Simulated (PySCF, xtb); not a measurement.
Si(F)(Cl)(Et)(OH) (C2H6ClFOSi), SMILES O[Si](CC)(F)Cl.

The structure is a stationary point at B3LYP-D3(BJ)/def2-SVP. The values are those of a single conformer.

The numbers are results of IEF-PCM-ωB97X/def2-SVP run with PySCF 2.14.0, not measurements.

The values are the electrostatic part of the solvation free energy, E(continuum) − E(gas) at the gas-phase geometry, in a cavity of scaled van der Waals radii (PySCF's table); cavitation and dispersion terms are not included. In vacuum the orbital gap is 14.65 eV. The dipole moment in vacuum is 1.26 D.

Q: Estimate the values in water (ε = 78.36), cyclohexanone (ε = 15.62), acetone (ε = 20.49). (The exact figures need the calculation; the answer reports its results.)

A: 
```tsv
solvent	ε	ΔG(elec) (kcal/mol)	dipole (D)	gap (eV)
water	78.36	-5.4	1.44	14.84
cyclohexanone	15.62	-5.0	1.43	14.83
acetone	20.49	-5.1	1.43	14.83
```

For comparison, GFN2-xTB/ALPB(water) (xtb, at the GFN2-xTB geometry, all terms of that model) gives -5.8 kcal/mol.
